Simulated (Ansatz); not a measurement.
One change: `C[SiH](N)[SiH2]O` becomes `C[SiH](Cl)[SiH2]O`.

Ansatz, PBE0-D4/def2-TZVP geometries, multiplicity 1. Each molecule was computed in one conformer, which needn't be the lowest.

| property | `C[SiH](N)[SiH2]O` |
| --- | --- |
| LUMO energy (PBE/def2-TZVPP) / eV | -1.10 |
| HOMO–LUMO gap (PBE0/def2-TZVPP) / eV | 6.98 |
| HOMO energy (ωB97M-V/def2-TZVPP) / eV | -9.36 |
| LUMO energy (B3LYP/def2-TZVPP) / eV | -0.48 |
| HOMO–LUMO gap (B3LYP/def2-TZVPP) / eV | 6.58 |
| HOMO energy (PBE/def2-TZVPP) / eV | -6.01 |

(1) What does the change do to each property? (Best estimate.)

Results:

(1) The calculation gave: 
| property | `C[SiH](Cl)[SiH2]O` | shift |
| --- | --- | --- |
| LUMO energy (PBE/def2-TZVPP) / eV | -1.56 | -0.46 |
| HOMO–LUMO gap (PBE0/def2-TZVPP) / eV | 6.98 | 0.00 |
| HOMO energy (ωB97M-V/def2-TZVPP) / eV | -9.75 | -0.39 |
| LUMO energy (B3LYP/def2-TZVPP) / eV | -0.90 | -0.42 |
| HOMO–LUMO gap (B3LYP/def2-TZVPP) / eV | 6.61 | 0.03 |
| HOMO energy (PBE/def2-TZVPP) / eV | -6.48 | -0.47 |

B3LYP here is the variant with VWN-RPA as its local correlation; programs differ in this.
